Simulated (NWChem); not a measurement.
System: C2H4O2Si; SMILES C1(=O)O[SiH2]C1

Here is an NWChem input.

```
start job
memory heap 200 mb stack 900 mb global 1100 mb
geometry units angstroms noautoz
  O      0.124423     2.135333     0.000000
  C      0.025646     0.951695     0.000000
  C     -1.214597     0.041741     0.000000
  Si     0.066682    -1.330445     0.000000
  O      1.075397     0.074362     0.000000
  H     -1.837636     0.190403    -0.893841
  H     -1.837636     0.190403     0.893841
  H      0.240749    -2.148214    -1.227508
  H      0.240749    -2.148214     1.227508
end
basis spherical
  O library def2-svp
  C library def2-svp
  Si library def2-svp
  H library def2-svp
end
dft
  xc xpbe96 cpbe96
  grid xcoarse
  iterations 150
  mulliken
end
task dft gradient
```

NWChem printed, in part:

```
             Northwest Computational Chemistry Package (NWChem) 7.3.0
             --------------------------------------------------------

 CS  symmetry detected

                             Geometry "geometry" -> ""
                             -------------------------

 Output coordinates in angstroms (scale by  1.889725989 to convert to a.u.)

  No.       Tag          Charge          X              Y              Z
 ---- ---------------- ---------- -------------- -------------- --------------
    1 O                    8.0000     0.10427700     2.11233328     0.00000000
    2 C                    6.0000     0.01430042     0.92799380     0.00000000
    3 C                    6.0000    -1.21914487     0.00884652     0.00000000
    4 Si                  14.0000     0.07229786    -1.35377815     0.00000000
    5 O                    8.0000     1.07054341     0.05848757     0.00000000
    6 H                    1.0000    -1.84327162     0.15287352    -0.89384100
    7 H                    1.0000    -1.84327162     0.15287352     0.89384100
    8 H                    1.0000     0.25243832    -2.17023077    -1.22750800
    9 H                    1.0000     0.25243832    -2.17023077     1.22750800

 Effective nuclear repulsion energy (a.u.)     223.4077726918

      Symmetry information
      --------------------

 Group name             Cs
 Group number              2
 Group order               2
 No. of unique centers     7

  pbe96 is a nonlocal functional; adding pw91lda local functional.

                                 NWChem DFT Module
                                 -----------------

 Summary of "ao basis" -> "ao basis" (spherical)
 ------------------------------------------------------------------------------
       Tag                 Description            Shells   Functions and Types
 ---------------- ------------------------------  ------  ---------------------
 O                          def2-svp                 6       14   3s2p1d
 C                          def2-svp                 6       14   3s2p1d
 Si                         def2-svp                 8       18   4s3p1d
 H                          def2-svp                 3        5   2s1p

      Symmetry analysis of basis
      --------------------------

        a'         63
        a"         31

            General Information
            -------------------
          SCF calculation type: DFT
          Wavefunction type:  closed shell.
          No. of atoms     :     9
          No. of electrons :    46
           Alpha electrons :    23
            Beta electrons :    23
          Charge           :     0
          Spin multiplicity:     1
          Use of symmetry is: on ; symmetry adaption is: on
          Maximum number of iterations: 150
          AO basis - number of functions:    94
                     number of shells:    44
          Convergence on energy requested:  1.00D-06
          Convergence on density requested:  1.00D-05
          Convergence on gradient requested:  5.00D-04

              XC Information
              --------------
          PerdewBurkeErnzerhof Exchange Functional  1.000
            Perdew 1991 LDA Correlation Functional  1.000 local
           PerdewBurkeErnz. Correlation Functional  1.000 non-local

             Grid Information
             ----------------
          Grid used for XC integration:  xcoarse
          Radial quadrature: Mura-Knowles
          Angular quadrature: Lebedev.
          Tag              B.-S. Rad. Rad. Pts. Rad. Cut. Ang. Pts.
          ---              ---------- --------- --------- ---------
          O                   0.60       21          11.0       194
          C                   0.70       21           9.0       194
          Si                  1.10       42           8.0       194
          H                   0.35       21          10.0       194
          Grid pruning is: on
          Number of quadrature shells:   168
          Spatial weights used:  Erf1

      Superposition of Atomic Density Guess
      -------------------------------------

 Sum of atomic energies:        -515.36758917

      Non-variational initial energy
      ------------------------------

 Total energy =    -517.816934
 1-e energy   =   -1153.556321
 2-e energy   =     412.331614
 HOMO         =      -0.356908
 LUMO         =       0.033017

      Symmetry analysis of molecular orbitals - initial
      -------------------------------------------------

  Numbering of irreducible representations:

     1 a'          2 a"

  Orbital symmetries:

     1 a'          2 a'          3 a'          4 a'          5 a'
     6 a'          7 a'          8 a"          9 a'         10 a'
    11 a'         12 a'         13 a'         14 a'         15 a"
    16 a'         17 a'         18 a"         19 a"         20 a'
    21 a'         22 a"         23 a'         24 a"         25 a'
    26 a'         27 a'         28 a"         29 a'         30 a"
    31 a'         32 a'         33 a'

[...]

                         DFT ENERGY GRADIENTS

    atom               coordinates                        gradient
                 x          y          z           x          y          z
   1 O       0.197055   3.991731   0.000000   -0.002099  -0.024244   0.000000
   2 C       0.027024   1.753654   0.000000    0.008405   0.007530   0.000000
   3 C      -2.303850   0.016717   0.000000    0.004208   0.003452   0.000000
   4 Si      0.136623  -2.558270   0.000000    0.004694   0.003613   0.000000
   5 O       2.023034   0.110525   0.000000   -0.020315   0.003600   0.000000
   6 H      -3.483278   0.288889  -1.689115    0.003530  -0.000399   0.004045
   7 H      -3.483278   0.288889   1.689115    0.003530  -0.000399  -0.004045
   8 H       0.477039  -4.101141  -2.319654   -0.000977   0.003423   0.005127
   9 H       0.477039  -4.101141   2.319654   -0.000977   0.003423  -0.005127
```

Level: PBE/def2-SVP. Geometry: optimised at PBE0/def2-SVP.
